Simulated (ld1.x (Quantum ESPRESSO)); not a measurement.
**An all-electron radial function and its pseudo partner (zinc (Zn))**

Columns: radius, all-electron u(r) and pseudo u(r) of the 3d shell (level -12.36 eV) of zinc in the configuration [Ne] 3s2 3p6 3d10 4s1 4p1; PBEsol, scalar-relativistic, TM semilocal scheme, ld1.x (Quantum ESPRESSO) 7.5.

```tsv
r (bohr)	all-electron	pseudo
0.108	0.1446	0.0233
0.215	0.4967	0.1630
0.322	0.7994	0.4454
0.430	0.9746	0.7884
0.538	1.0358	1.0545
0.645	1.0232	1.1618
0.752	0.9708	1.1255
0.860	0.8993	1.0100
0.968	0.8216	0.8786
1.075	0.7453	0.7658
1.182	0.6728	0.6770
1.290	0.6050	0.6053
1.398	0.5431	0.5431
1.505	0.4877	0.4877
1.612	0.4378	0.4378
1.720	0.3925	0.3925
1.828	0.3521	0.3521
1.935	0.3162	0.3162
2.042	0.2840	0.2840
2.150	0.2550	0.2550
2.258	0.2291	0.2291
2.365	0.2060	0.2060
2.472	0.1854	0.1854
2.580	0.1666	0.1666
2.688	0.1499	0.1499
2.795	0.1350	0.1350
```

Problem. How many radial nodes do the two functions have?

Solution. The all-electron 3d function has n − l − 1 = 0; the pseudo-wave has 0.

Problem. At about which radius was the pseudo-wave matched?

Solution. 1.40 bohr. The columns agree to 0.0005 from 1.29 bohr on; several derivatives are matched, so the curves merge somewhat inside the radius.

Problem. Is the pseudo-wave norm-conserving?

Solution. Yes: the TM semilocal scheme keeps the norm inside the radius equal to the all-electron one, which fixes the energy derivative of the logarithmic derivative at the level.
